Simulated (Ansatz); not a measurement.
```xyz
4

F     1.142    0.505    1.189
Ga    0.000    0.000    0.000
F     0.401   -1.270   -1.095
F    -1.543    0.764   -0.093
```

Total charge 0; spin multiplicity 1.

List the CAM-B3LYP/def2-TZVPP orbital energies in eV (the Gaussian-basis code of Ansatz). (Best estimate.)

Ansatz gave: Occupied: -10141.67, -1253.14, -1110.51, -1110.32, -1110.32, -673.66, -673.66, -673.66, -153.78, -107.35, -106.99, -106.99, -34.49, -34.24, -34.24, -27.02, -27.02, -26.96, -26.64, -26.64, -16.58, -14.81, -14.81, -14.25, -13.56, -13.56, -13.45, -13.45, -13.38. Lowest empty: -1.45, -0.09, 2.64, 2.64, 5.70, 6.54, 6.79, 6.86.
